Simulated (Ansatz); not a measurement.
Basis sets compared for the cluster TiS₂ (the lowest singlet isomer of a short search). Total charge 0; singlet. Geometry PBE0-D4/def2-TZVP. Ansatz on 4 threads of Arm Neoverse V1 on a shared host; times are rough, and most runs start from earlier orbitals.

```xyz
3

Ti    0.190   -0.002    0.732
S    -0.048   -1.724   -0.382
S    -0.142    1.725   -0.351
```

The structure comes from a short search, and lower isomers may exist.

Binding counts from free atoms (Ti triplet, S triplet) in the same basis, without a counterpoise term.

```json
{"level": "PBE-D4/def2-SVP", "functions": "67", "energy (Eh)": "-1644.9936", "HOMO (eV)": "-5.28", "LUMO (eV)": "-3.89", "binding per atom (eV)": "3.64", "wall time": "0.6 s"}
{"level": "PBE-D4/def2-TZVP", "functions": "119", "energy (Eh)": "-1645.3816", "HOMO (eV)": "-5.59", "LUMO (eV)": "-4.16", "binding per atom (eV)": "–", "wall time": "0.95 s"}
{"level": "r2SCAN-D4/def2-TZVP", "functions": "119", "energy (Eh)": "-1645.8440", "HOMO (eV)": "-5.82", "LUMO (eV)": "-4.00", "binding per atom (eV)": "–", "wall time": "2.5 s"}
{"level": "PBE0-D4/def2-SVP", "functions": "67", "energy (Eh)": "-1645.0489", "HOMO (eV)": "-6.43", "LUMO (eV)": "-3.03", "binding per atom (eV)": "3.09", "wall time": "0.8 s"}
{"level": "PBE0-D4/def2-TZVP", "functions": "119", "energy (Eh)": "-1645.4333", "HOMO (eV)": "-6.67", "LUMO (eV)": "-3.23", "binding per atom (eV)": "3.11", "wall time": "1.4 s"}
```

(1) Estimate the rows for PBE-D4/def2-TZVPD, r2SCAN-D4/def2-TZVPD, PBE0-D4/def2-TZVPD.

Results:

(1) 
```tsv
level	functions	energy (Eh)	HOMO (eV)	LUMO (eV)	binding per atom (eV)	wall time
PBE-D4/def2-TZVPD	140	-1645.3836	-5.67	-4.24	–	1.2 s
r2SCAN-D4/def2-TZVPD	140	-1645.8454	-5.88	-4.06	–	3.2 s
PBE0-D4/def2-TZVPD	140	-1645.4350	-6.74	-3.29	3.11	1.6 s
```
